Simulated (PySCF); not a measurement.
PySCF was given this input:
```python
from pyscf import gto, scf, dft

mol = gto.M(
    atom='''
Sb   -0.00673821    0.00740301    0.43142423
C     0.19254380   -1.82326529   -0.71473966
H     1.11761127   -2.32368584   -0.45225624
H     0.19814442   -1.59192199   -1.77443677
H    -0.63697105   -2.48620389   -0.49681510
C     1.48921748    1.04940145   -0.74378095
H     2.47603995    0.67127683   -0.50237513
H     1.45823690    2.11023739   -0.52301994
H     1.29510059    0.89708791   -1.80001401
C    -1.64668376    0.73532555   -0.78736976
H    -2.55198411    0.18722995   -0.55265593
H    -1.40872327    0.60197337   -1.83717977
H    -1.81427087    1.78768245   -0.58854042
''',
    basis='sto-3g',
    verbose=4,
)

mf = dft.RKS(mol)
mf.xc = 'blyp'
mf.kernel()
```

**Question.** What does this run give for the nuclear repulsion energy, HOMO energy, Mulliken (on the basis functions themselves) charges in atom order, number of basis functions?

**Answer.** 
The nuclear repulsion energy comes out as 380.0913 Eh. The HOMO energy comes out as -2.84 eV and the Mulliken (on the basis functions themselves) charges in atom order is Sb1 0.49, C2 -0.38, H3 0.07, H4 0.07, H5 0.07, C6 -0.38, H7 0.07, H8 0.07, H9 0.07, C10 -0.38, H11 0.07, H12 0.07, H13 0.07. The number of basis functions is 51.
